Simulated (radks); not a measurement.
Question: Coherent X-ray form factor from a spherical all-electron density. Calculated with a radial shooting solver on a logarithmic mesh with Libxc functionals: scalar-relativistic Kohn-Sham, PBE, spin-polarised, spherical densities, point nucleus.

sin(theta)/lambda (1/angstrom)  f0 (electrons)
0.05                                    43.081
0.1                                     40.785
0.15                                    37.931
0.2                                     35.038
0.25                                    32.324
0.3                                     29.867
0.4                                     25.791
0.5                                     22.730
0.6                                     20.411
0.8                                     16.902
1                                       13.953
1.25                                    10.817
1.5                                      8.514
2                                        6.095

The species is in the configuration that NIST lists as its ground one. Which atom or ion scatters so?

Answer: Neutral ruthenium, [Kr] 4d7 5s1. Extrapolating in s^2 from the first two rows gives f0(0) = 43.8, near the electron count 44; among species with that count, the fall with angle is slower the higher Z, and the table is that of Z = 44; from so few rows the species is fixed only to a neighbour or two.
